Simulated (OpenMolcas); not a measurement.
**Multiconfigurational calculation on Pm4+**

Input:

```
&GATEWAY
Coord
1

Pm 0.0 0.0 0.0
Basis=ANO-RCC-VQZP
Group=XYZ
NoMove
AngMom=0.0 0.0 0.0
AMFI
&SEWARD
&RASSCF
FileOrb=start.orb
Symmetry=2
Spin=4
nActEl=3 0 0
Inactive=15 12
Ras2=0 7
CIRoot=35 35 1
SDav=35
CIMx=300
Iter=120 100
PrWF=0.3
OrbListing=Nothing
MaxOrb=0
Atom
>>> COPY $Project.JobIph JOB001
&RASSCF
FileOrb=start.orb
Symmetry=2
Spin=2
nActEl=3 0 0
Inactive=15 12
Ras2=0 7
CIRoot=112 112 1
SDav=112
CIMx=300
Iter=120 100
PrWF=0.3
OrbListing=Nothing
MaxOrb=0
Atom
>>> COPY $Project.JobIph JOB002
&RASSI
NrOfJobIphs=2 30 43
1 2 3 4 5 6 7 8 9 10 11 12 13 14 15 16 17 18 19 20 21 22 23 24 25 26 27
28 29 30
1 2 3 4 5 6 7 8 9 10 11 12 13 14 15 16 17 18 19 20 21 22 23 24 25 26 27
28 29 30 31 32 33 34 35 36 37 38 39 40 41 42 43
IphNames
JOB001
JOB002
EJob
SpinOrbit
DIPRint=1.0
SOCoupling=1000.0
Subsets=2
MEES
Property=10
'ANGMOM' 1 'ANGMOM' 2 'ANGMOM' 3 'MLTPL  1' 1 'MLTPL  1' 2 'MLTPL  1' 3
'AMFI' 1 'AMFI' 2 'AMFI' 3 'MLTPL  2' 6
SOProperty=3
'ANGMOM' 1 'ANGMOM' 2 'ANGMOM' 3
```

Launched by
```bash
OMP_NUM_THREADS=1 MOLCAS_MEM=2252 MOLCAS_PROJECT=a pymolcas a.inp > a.log  # once for each step of the input, in one work folder
```

A driver script runs the steps one by one and writes start.orb anew before each from the orbitals found so far.

Output, cut to the results:

```
--- SEWARD ---
Basis set label: PM.ANO-RCC...9S8P6D4F3G2H.

      Electronic valence basis set:
      ------------------
      Associated Effective Charge  61.000000 au
      Associated Actual Charge     61.000000 au
      Nuclear Model: Point charge

      Shell  nPrim  nBasis  Cartesian Spherical Contaminant
         s      25       9        X
         p      22       8        X
         d      15       6                 X
         f      11       4                 X
         g       4       3                 X
         h       2       2                 X
                  Relativistic Douglas-Kroll-Hess integrals:
                    - DKH order of Hamiltonian: 2
                    - DKH order of Properties : 0
                  Atomic mean-field integrals
--- RASSCF ---
Wave function specifications:
      -----------------------------

      Number of closed shell electrons          54
      Number of electrons in active shells       3
      Max number of holes in RAS1 space          0
      Max nr of electrons in RAS3 space          0
      Number of inactive orbitals               27
      Number of active orbitals                  7
      Number of secondary orbitals             106
      Spin quantum number                      1.5
      State symmetry                             2
Orbital specifications:
      -----------------------

      Symmetry species                           1   2
                                                ag  au
      Frozen orbitals                            0   0
      Inactive orbitals                         15  12
      Active orbitals                            0   7
      RAS1 orbitals                              0   0
      RAS2 orbitals                              0   7
      RAS3 orbitals                              0   0
      Secondary orbitals                        51  55
      Deleted orbitals                           0   0
      Number of basis functions                 66  74
      Number of CSFs                            35
      Number of root(s) required                35
      Iter CI   SX   CI       RASSCF       Energy    max ROT     max BLB   max BLB  Level Ln srch  Step   QN
          iter iter root      energy       change     param      element    value   shift minimum  type update
 Nr of preliminary CI iterations:   1
      Total energies have been shifted. Add               -10000.00 au
        1   1   10    0    -8.82529074    0.00E+00   1.52E-01*  11  24 2 -5.70E-01*  0.00   0.00    SX    NO
        2   1   10    0    -9.31758330   -4.92E-01* -7.26E-02   14  24 1 -1.89E-01*  0.00   0.00    SX    NO
        3   1   10    0    -9.36330883   -4.57E-02* -5.77E-02    7  29 2  9.80E-02*  0.00   0.00    SX    NO
        4   1   10    0    -9.37634681   -1.30E-02*  4.36E-02   14  24 1 -6.25E-02*  0.00   0.00    SX    NO
        5   1   10    0    -9.38069662   -4.35E-03*  1.66E-02   10  20 1  4.16E-02*  0.00   0.58    LS   YES
        6   1    8    0    -9.38543118   -4.73E-03* -3.88E-03   19  38 2  2.59E-03*  0.00   1.10    QN   YES
        7   1    7    0    -9.38549672   -6.55E-05* -8.55E-04   17  43 2 -7.95E-04*  0.00   0.82    QN   YES
        8   1    7    0    -9.38550214   -5.42E-06* -2.02E-04   15  18 1 -1.68E-04*  0.00   0.90    QN   YES
        9   1    6    0    -9.38550231   -1.60E-07*  6.52E-05   15  48 2 -5.23E-05   0.00   0.76    QN   YES
       10   1    5    0    -9.38550233   -2.58E-08*  3.99E-06    7  29 2  1.16E-05   0.00   0.94    QN   YES
       11   1    4    0    -9.38550233   -3.53E-10  -3.47E-07   15  18 1 -1.58E-06   0.00   0.91    QN   YES
      Convergence after 11 iterations
       12   1    4    0    -9.38550233   -7.28E-12  -3.47E-07   15  18 1 -7.30E-08   0.00   0.91    QN   YES
      Natural orbitals and occupation numbers for root  1
      sym 2:   0.755722   0.108004   0.170213   0.301431   0.675126   0.794370   0.195134
      Natural orbitals and occupation numbers for root  2
      sym 2:   0.277881   0.677123   0.186736   0.319175   0.707894   0.211853   0.619337
      Natural orbitals and occupation numbers for root  3
      sym 2:   0.203991   0.703994   0.616213   0.263564   0.494634   0.398947   0.318657
::    RASSCF root number  1 Total energy: -10009.45916991
::    RASSCF root number  2 Total energy: -10009.45916991
::    RASSCF root number  3 Total energy: -10009.45916991
::    RASSCF root number  4 Total energy: -10009.45916991
::    RASSCF root number  5 Total energy: -10009.45916991
...
--- RASSI ---
SPIN-FREE ENERGIES:
  (Shifted by EMIN (a.u.) =     -10009.4591699114)

 SF State       Relative EMIN(au)   Rel lowest level(eV)    D:o, cm**(-1)      L_eff

     1             0.0000000000        0.0000000000              0.0000         6.0
     2             0.0000000000        0.0000000000              0.0000         6.0
     3             0.0000000000        0.0000000000              0.0000         6.0
     4             0.0000000000        0.0000000000              0.0000         6.0
     5             0.0000000000        0.0000000000              0.0000         6.0
     6             0.0000000000        0.0000000000              0.0000         6.0
     7             0.0000000000        0.0000000000              0.0000         6.0
     8             0.0000000000        0.0000000000              0.0000         6.0
     9             0.0000000000        0.0000000000              0.0000         6.0
    10             0.0000000000        0.0000000000              0.0000         6.0
    11             0.0000000000        0.0000000000              0.0000         6.0
    12             0.0000000000        0.0000000000              0.0000         6.0
    13             0.0000000000        0.0000000000              0.0000         6.0
    31             0.0734627805        1.9990240945          16123.2167         5.0
    32             0.0734627805        1.9990240945          16123.2167         5.0
    33             0.0734627805        1.9990240945          16123.2167         5.0
    34             0.0734627805        1.9990240945          16123.2167         5.0
    35             0.0734627805        1.9990240945          16123.2167         5.0
    36             0.0734627805        1.9990240945          16123.2167         5.0
    37             0.0734627805        1.9990240945          16123.2167         5.0
    38             0.0734627805        1.9990240945          16123.2167         5.0
...
```

Levels above the lowest, from the spin-orbit matrix, grouped by J:

```
Configuration  Term     J  E (cm-1)      g  Term weight %  Second
          4f3   4I*   9/2       0.0  0.732             97   3 2H*
          4f3   4I*  11/2      2563  0.966             99        
          4f3   4I*  13/2      5312  1.107            100        
          4f3   4I*  15/2      8158  1.199             99        
          4f3   4F*   3/2     17803  0.423             95   4 2D*
          4f3   2H*   9/2     17966  0.966             74  17 2G*
          4f3   4F*   5/2     19207  1.032             98   2 2D*
          4f3   4S*   3/2     20298  1.962             95   5 2P*
          4f3   4F*   7/2     20491  1.205             90   9 2G*
          4f3   4F*   9/2     21930  1.260             79  13 2H*
          4f3   2H*  11/2     22307  1.095             96   3 4G*
          4f3   2G*   7/2     25084  0.932             80  11 4G*
          4f3   4G*   5/2     27156  0.570            100        
          4f3   2K*  13/2     27454  0.934            100        
          4f3   2G*   9/2     28749  1.133             55  23 4G*
          4f3   4G*   7/2     29023  0.975             89  11 2G*
          4f3   2K*  15/2     30524  1.068             99        
          4f3   4G*   9/2     31095  1.162             76  21 2G*
```

High states are left out of the spin-orbit mixing, which shifts the levels that they would mix with. Without dynamic correlation excited terms often stand tens of per cent too high (terms of higher spin than the ground term too low), and those without a measured partner can miss by more than the paired ones. Only configurations of the active space appear. The first state left out of the spin-orbit step lies near 39000 cm-1 above the lowest spin-free state of the reference (among the parities and spins computed), and the list stops at four fifths of that energy or lower.

The RASSCF and RASSI steps took 36 s on 1 thread of Arm Neoverse V2, with other jobs on the host; the integral step is not counted.

The term weight is that of the spin-free term in the level, not the purity of its configuration. * marks odd parity.
